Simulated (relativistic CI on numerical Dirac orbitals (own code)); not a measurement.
Method of calculation: Dirac-Coulomb-Breit CI, separate exchange-only KLI orbitals for each configuration, a model potential for QED, unscaled Slater integrals (own radial code, finite nucleus).

The strongest absorption lines from the ground level of an ion, among the configurations computed and to levels below about 247 eV (vacuum wavelength in nm, gf): 5.1390 (0.18), 10.248 (0.0099), 11.114 (0.0044), 12.295 (1.6), 12.661 (0.18), 14.723 (0.22), 16.114 (0.057), 19.539 (0.34).

(1) Which ion is it?
A. Te²²⁺
B. Cd¹⁶⁺
C. Te²⁰⁺
D. Xe²²⁺

Results:

(1) C. Te²⁰⁺ has 32 electrons and the ground level 4s2 4p2 3P_0; the strongest line goes to 4s2 4p 4d 3D°_1. The pattern of lines fixes the number of electrons, and along that sequence the line energies rise steadily with the charge (about as its square where n changes within one kind of shell, about linearly where n is kept but much faster in heavy ions where fine structure, which grows about as Z⁴, sets the gap, and irregularly where shells cross), which fixes Z. Configurations outside the model, such as inner-shell arrays, can give stronger lines. At this charge energies of transitions that change n are usually good to better than 1 %, and those within a shell (Δn = 0) to a few per cent.

LS names give the leading component of a level, which can be under half, so a name can repeat, a term be missing and a line seem to break the LS rules.
